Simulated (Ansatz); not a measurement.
Stretching the Pb1–H2 bond in H3NPb (SMILES [NH2][PbH]) (multiplicity 1 held, fragments rigid). Energies count from the point at 1.865 Å.
Geometry at that point (charge 0, multiplicity 1):
```xyz
5

Pb    -0.05695     0.13457     0.16633
H     -0.74542     1.24452    -1.16451
N      0.56444    -1.27985    -1.29975
H      0.42876    -1.17436    -2.29403
H      1.03518    -2.14589    -1.08221
```

Restricted levels (R-, RO-) in cc, def2 and unpolarised 6-31G sets keep to the state of the molecule at rest. U- levels take the lowest unrestricted solution at each point, which mixes spins at long bonds. Active spaces are followed from a long bond inwards. Curves can end on different states.

Cores are frozen in the correlated methods. Filled d and f shells under p-block atoms count as core.

Codes used: Ansatz (Gaussian orbitals). Values without a source in brackets are computed. In def2 rows elements past Kr take small-core potentials, without spin–orbit coupling.

Question: Give the energy at R = 5.967 Å at the level FIC-MRCISD+Q on CASSCF(2,2)/def2-SVP.

Answer: 57.0 kcal/mol

Question: Give the energy at R = 5.967 Å at the level U-MP2/def2-SVP.

Answer: 52.7 kcal/mol

Question: Estimate the energy at R = 5.967 Å that R-HF/def2-SVP returns for this input.

Answer: 127.0 kcal/mol

Doubts at one or more of the structures used: a restricted determinant that unrestricted orbitals would lower (R-HF/def2-SVP); a spin-contaminated determinant (U-MP2/def2-SVP).

Ansatz is a quantum-chemistry and plane-wave program.
